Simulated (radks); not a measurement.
Problem. The ruthenium ion Ru+, configuration [Kr] 4d7 (the NIST ground configuration). Method: non-relativistic Kohn-Sham, LDA (Slater exchange, VWN5 correlation), spin-polarised, spherical densities, point nucleus; open shells are filled with parallel spins first (spin-orbit coupling, left out, can overturn this in heavy ions); relativity is left out, which matters for an element this heavy; computed with a radial shooting solver on a logarithmic mesh with Libxc functionals. Some entries of the table are withheld. Estimate them.

orbital  occ.  eigenvalue (eV)  r(max) (bohr)  <1/r> (bohr^-1)
1s up       1        -21311.42        0.02293            43.44
1s down     1        -21311.42        0.02293            43.44
2s up       1        -3015.068         0.1279            9.827
2s down     1        -3014.656         0.1279            9.828
2p up       3        -2791.828         0.1003            9.832
2p down     3        -2791.512         0.1003            9.832
3s up       1        -534.2071         0.3735            3.442
3s down     1        -533.9215         0.3735            3.443
3p up       3        -446.5575         0.3601            3.358
3p down     3        -446.2471         0.3602            3.358
3d up       5        -284.7019         0.3007            3.192
3d down     5        -284.2897         0.3008            3.193
4s up       1         -79.5792         0.9394            1.301
4s down     1         -77.7619         0.9375            1.304
4p up       3         -53.4820         0.9929              (1)
4p down     3         -51.6162         0.9907              (2)
4d up       5              (3)          1.205           0.8386
4d down     2              (4)          1.205           0.8262

Solution. 
(1) 4p up <1/r> (bohr^-1): 1.183
(2) 4p down <1/r> (bohr^-1): 1.185
(3) 4d up eigenvalue (eV): -13.7117
(4) 4d down eigenvalue (eV): -11.9499
